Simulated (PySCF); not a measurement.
PySCF input for C3H5BFNO, SMILES CN1C=C(F)B1O, TDDFT-PBE/def2-SVPD. Coordinates come from a B3LYP-D3(BJ)/def2-SVP optimisation. This is a generated structure with no PubChem entry under its InChIKey; it may be hypothetical. The values are those of a single conformer.

```python
import numpy as np
from pyscf import gto, scf, dft, tdscf

mol = gto.M(
    atom='''
    C    -2.27302502    0.19815342   -0.11570993
    N    -0.91927751    0.02091303   -0.60898400
    C    -0.20339002   -1.21248063   -0.26616028
    C     0.92074078   -0.67271697    0.24635188
    F     2.08615464   -1.22440891    0.56945135
    B     0.25901498    0.72701712   -0.05330854
    O     0.54408005    2.02486763    0.11615956
    H    -2.37813212    0.01608108    0.97556518
    H    -2.97067263   -0.48015693   -0.63545074
    H    -2.61280426    1.22616465   -0.32216834
    H    -0.55547756   -2.22164345   -0.50532046
    H    -0.13703249    2.62108215   -0.22442362
    ''',
    basis='def2-SVPD',
    charge=0,
    spin=0,
    max_memory=1600,
    verbose=4,
)
mf = dft.RKS(mol, xc='pbe').density_fit(auxbasis='def2-universal-jkfit')
mf.grids.level = 3
mf.conv_tol = 1e-9
mf.max_cycle = 100
mf.kernel()
mf.grids = dft.Grids(mol).set(level=1).build(with_non0tab=True)  # coarser grid for the response kernel
td = tdscf.TDDFT(mf)
td.singlet = True
td.nstates = 10
td.conv_tol = 1e-4
td.positive_eig_threshold = 1e-6
td.kernel(x0=td.get_init_guess(mf, 15))
td.analyze()
tt = tdscf.TDA(mf)
tt.singlet = False
tt.nstates = 4
tt.conv_tol = 1e-4
tt.positive_eig_threshold = 1e-6
tt.kernel(x0=tt.get_init_guess(mf, 9))
tt.analyze(verbose=3)
```

Output:

```
PySCF version 2.14.0

[INPUT] verbose = 4
[INPUT] num. atoms = 12
[INPUT] num. electrons = 52
[INPUT] charge = 0
[INPUT] spin (= nelec alpha-beta = 2S) = 0
[INPUT] symmetry False subgroup None
[INPUT] Mole.unit = angstrom
[INPUT] Symbol           X                Y                Z      unit          X                Y                Z       unit  Magmom
[INPUT]  1 C     -2.273025020000   0.198153420000  -0.115709930000 AA   -4.295394762084   0.374455694446  -0.218660077593 Bohr   0.0
[INPUT]  2 N     -0.919277510000   0.020913030000  -0.608984000000 AA   -1.737182726372   0.039519899135  -1.150812974242 Bohr   0.0
[INPUT]  3 C     -0.203390020000  -1.212480630000  -0.266160280000 AA   -0.384351434270  -2.291256322040  -0.502970034438 Bohr   0.0
[INPUT]  4 C      0.920740780000  -0.672716970000   0.246351880000 AA    1.739947905918  -1.271250832647   0.465537583472 Bohr   0.0
[INPUT]  5 F      2.086154640000  -1.224408910000   0.569451350000 AA    3.942260923091  -2.313797504377   1.076107092764 Bohr   0.0
[INPUT]  6 B      0.259014980000   0.727017120000  -0.053308540000 AA    0.489467374360   1.373863244670  -0.100738540700 Bohr   0.0
[INPUT]  7 O      0.544080050000   2.024867630000   0.116159560000 AA    1.028162284340   3.826445259197   0.219509755150 Bohr   0.0
[INPUT]  8 H     -2.378132120000   0.016081080000   0.975565180000 AA   -4.494018394831   0.030388836987   1.843551006862 Bohr   0.0
[INPUT]  9 H     -2.970672630000  -0.480156930000  -0.635450740000 AA   -5.613757676441  -0.907365094512  -1.200827864252 Bohr   0.0
[INPUT] 10 H     -2.612804260000   1.226164650000  -0.322168340000 AA   -4.937484468497   2.317115372123  -0.608809928606 Bohr   0.0
[INPUT] 11 H     -0.555477560000  -2.221643450000  -0.505320460000 AA   -1.049700456742  -4.198297666934  -0.954917274539 Bohr   0.0
[INPUT] 12 H     -0.137032490000   2.621082150000  -0.224423620000 AA   -0.258953876267   4.953127413486  -0.424099177683 Bohr   0.0

nuclear repulsion = 276.304615435469
number of shells = 78
number of NR pGTOs = 266
number of NR cGTOs = 186
basis = def2-SVPD
ecp = {}


******** <class 'pyscf.df.df_jk.DFRKS'> ********
method = DFRKS
initial guess = minao
damping factor = 0
level_shift factor = 0
DIIS = <class 'pyscf.scf.diis.CDIIS'>
diis_start_cycle = 1
diis_space = 8
diis_damp = 0
SCF conv_tol = 1e-09
SCF conv_tol_grad = None
SCF max_cycles = 100
direct_scf = False
XC library pyscf.dft.libxc version 7.1.2
    S. Lehtola, C. Steigemann, M. J. T. Oliveira, and M. A. L. Marques,  SoftwareX 7, 1–5 (2018)
XC functionals = pbe
    J. P. Perdew, K. Burke, and M. Ernzerhof,  Phys. Rev. Lett. 77, 3865 (1996)
    J. P. Perdew, K. Burke, and M. Ernzerhof,  Phys. Rev. Lett. 78, 1396 (1997)
    J. P. Perdew, K. Burke, and M. Ernzerhof,  Phys. Rev. Lett. 77, 3865 (1996)
    J. P. Perdew, K. Burke, and M. Ernzerhof,  Phys. Rev. Lett. 78, 1396 (1997)
radial grids:
    Treutler-Ahlrichs [JCP 102, 346 (1995); DOI:10.1063/1.469408] (M4) radial grids

becke partition: Becke, JCP 88, 2547 (1988); DOI:10.1063/1.454033
pruning grids: <function nwchem_prune>
grids dens level: 3
symmetrized grids: False
atomic radii adjust function: <function treutler_atomic_radii_adjust>
small_rho_cutoff = 0
Set gradient conv threshold to 3.16228e-05
Initial guess from minao.
tot grids = 147688
init E= -372.113528844114
  HOMO = -0.249342988988537  LUMO = -0.123197911788493  gap/eV = 3.43258
cycle= 1 E= -371.199125574507  delta_E= 0.914  |g|= 0.778  |ddm|= 5.09
  HOMO = -0.116391967348204  LUMO = -0.0264510235161755  gap/eV = 2.44742
cycle= 2 E= -370.795167669865  delta_E= 0.404  |g|= 1.61  |ddm|= 2.63
  HOMO = -0.158270768549652  LUMO = -0.0575191073441434  gap/eV = 2.74159
cycle= 3 E= -371.307429024427  delta_E= -0.512  |g|= 0.246  |ddm|= 1.69
  HOMO = -0.188424402203835  LUMO = -0.0784080612950802  gap/eV = 2.99370
cycle= 4 E= -371.320156076928  delta_E= -0.0127  |g|= 0.106  |ddm|= 0.44
  HOMO = -0.18043024359589  LUMO = -0.0745911044566525  gap/eV = 2.88003
cycle= 5 E= -371.321584124558  delta_E= -0.00143  |g|= 0.0743  |ddm|= 0.214
  HOMO = -0.179329287113917  LUMO = -0.0725528286520571  gap/eV = 2.90554
cycle= 6 E= -371.322969850693  delta_E= -0.00139  |g|= 0.0146  |ddm|= 0.108
  HOMO = -0.18010446394859  LUMO = -0.0725717053199815  gap/eV = 2.92612
cycle= 7 E= -371.323015429989  delta_E= -4.56e-05  |g|= 0.00628  |ddm|= 0.0228
  HOMO = -0.179896551941538  LUMO = -0.0728299593972968  gap/eV = 2.91343
cycle= 8 E= -371.323023862598  delta_E= -8.43e-06  |g|= 0.00116  |ddm|= 0.0089
  HOMO = -0.179881079478055  LUMO = -0.07281880307093  gap/eV = 2.91331
cycle= 9 E= -371.323024184618  delta_E= -3.22e-07  |g|= 0.000416  |ddm|= 0.00243
  HOMO = -0.179875868734277  LUMO = -0.0728078277291062  gap/eV = 2.91347
cycle= 10 E= -371.323024228733  delta_E= -4.41e-08  |g|= 6.32e-05  |ddm|= 0.000714
  HOMO = -0.17988161053751  LUMO = -0.0728119381778662  gap/eV = 2.91351
cycle= 11 E= -371.323024228816  delta_E= -8.28e-11  |g|= 6.29e-05  |ddm|= 0.000187
  HOMO = -0.179878897825496  LUMO = -0.0728109641194252  gap/eV = 2.91347
cycle= 12 E= -371.323024229696  delta_E= -8.8e-10  |g|= 1.39e-05  |ddm|= 7.9e-05
  HOMO = -0.17987910191869  LUMO = -0.0728107744276154  gap/eV = 2.91348
Extra cycle  E= -371.323024229593  delta_E= 1.03e-10  |g|= 2.71e-05  |ddm|= 3.85e-05
converged SCF energy = -371.323024229593
tot grids = 48680
Overwritten attributes  positive_eig_threshold  of <class 'pyscf.tdscf.rks.CasidaTDDFT'>


******** <class 'pyscf.tdscf.rks.CasidaTDDFT'> for <class 'pyscf.df.df_jk.DFRKS'> ********
nstates = 10 singlet
deg_eia_thresh = 1.000e-03
wfnsym = None
conv_tol = 0.0001
eigh lindep = 1e-12
eigh level_shift = 0
eigh max_cycle = 100


Excitation energies (eV)
[3.2480292  4.13078681 5.33491676 5.51965668 5.82985618 6.01937044
 6.22684074 6.29167454 6.60340352 6.66181538]

** Singlet excitation energies and oscillator strengths **
Excited State   1:      3.24803 eV    381.72 nm  f=0.0076
      26 -> 27        0.69828
Excited State   2:      4.13079 eV    300.15 nm  f=0.0065
      26 -> 28       -0.70641
Excited State   3:      5.33492 eV    232.40 nm  f=0.0237
      26 -> 29       -0.67493
      26 -> 30       -0.17023
Excited State   4:      5.51966 eV    224.62 nm  f=0.0251
      26 -> 29       -0.15842
      26 -> 30        0.67657
Excited State   5:      5.82986 eV    212.67 nm  f=0.0067
      23 -> 27       -0.10046
      24 -> 27        0.35241
      25 -> 27       -0.58450
      26 -> 31        0.11464
Excited State   6:      6.01937 eV    205.98 nm  f=0.0156
      24 -> 27        0.17803
      26 -> 31       -0.66672
      26 -> 33       -0.11560
Excited State   7:      6.22684 eV    199.11 nm  f=0.0335
      23 -> 27        0.13515
      24 -> 27        0.48474
      25 -> 27        0.27094
      26 -> 32       -0.35780
      26 -> 33        0.13390
Excited State   8:      6.29167 eV    197.06 nm  f=0.0085
      23 -> 27        0.16822
      24 -> 27        0.23146
      25 -> 27        0.12925
      26 -> 32        0.58828
      26 -> 33        0.20557
Excited State   9:      6.60340 eV    187.76 nm  f=0.0119
      23 -> 27        0.63755
      25 -> 27       -0.13881
      26 -> 33       -0.23541
Excited State  10:      6.66182 eV    186.11 nm  f=0.0064
      25 -> 28        0.70358

** Transition electric dipole moments (AU) **
state          X           Y           Z        Dip. S.      Osc.
  1        -0.2490     -0.0563     -0.1738      0.0954      0.0076
  2         0.0768     -0.2408     -0.0197      0.0643      0.0065
  3         0.3926     -0.0309     -0.1615      0.1812      0.0237
  4         0.2005     -0.1549      0.3481      0.1854      0.0251
  5        -0.0409     -0.1891      0.0982      0.0471      0.0067
  6        -0.2185      0.0406      0.2377      0.1059      0.0156
  7         0.1094      0.4556      0.0012      0.2195      0.0335
  8         0.1472      0.1557      0.0957      0.0551      0.0085
  9        -0.1210     -0.2066     -0.1275      0.0736      0.0119
 10         0.0768      0.1817     -0.0141      0.0391      0.0064

** Transition velocity dipole moments (imaginary part, AU) **
state          X           Y           Z        Dip. S.      Osc.
  1        -0.0279     -0.0067     -0.0221      0.0013      0.0073
  2         0.0130     -0.0349     -0.0041      0.0014      0.0062
  3         0.0743     -0.0068     -0.0364      0.0069      0.0235
  4         0.0363     -0.0307      0.0760      0.0080      0.0264
  5        -0.0118     -0.0401      0.0284      0.0026      0.0080
  6        -0.0427      0.0077      0.0458      0.0040      0.0120
  7         0.0195      0.1025      0.0005      0.0109      0.0317
  8         0.0363      0.0336      0.0253      0.0031      0.0089
  9        -0.0299     -0.0497     -0.0275      0.0041      0.0113
 10         0.0183      0.0428     -0.0038      0.0022      0.0059

** Transition magnetic dipole moments (imaginary part, AU) **
state          X           Y           Z
  1        -0.4632      0.0250      0.6239
  2         0.0152      0.0141     -0.0271
  3        -0.0992      0.2995     -0.0757
  4         0.2062     -0.1960      0.0457
  5        -0.3680      0.8179      0.0738
  6        -0.2267     -0.0911     -0.0737
  7        -0.1109      0.3083     -0.3427
  8        -0.3697     -0.1575     -0.3220
  9        -0.1540     -0.0739      0.1368
 10         0.0303     -0.0895     -0.3474
Overwritten attributes  positive_eig_threshold  of <class 'pyscf.tdscf.rks.TDA'>


******** <class 'pyscf.tdscf.rks.TDA'> for <class 'pyscf.df.df_jk.DFRKS'> ********
nstates = 4 triplet
deg_eia_thresh = 1.000e-03
wfnsym = None
conv_tol = 0.0001
eigh lindep = 1e-12
eigh level_shift = 0
eigh max_cycle = 100


Excitation energies (eV)
[2.54297144 4.06045889 4.97817857 5.13507824]

** Triplet excitation energies and oscillator strengths **
Excited State   1:      2.54297 eV    487.56 nm  f=0.0000
Excited State   2:      4.06046 eV    305.35 nm  f=0.0000
Excited State   3:      4.97818 eV    249.06 nm  f=0.0000
Excited State   4:      5.13508 eV    241.45 nm  f=0.0000
```

The calculation finished and met its thresholds.

Cost: about 90 core-seconds (a rough figure).
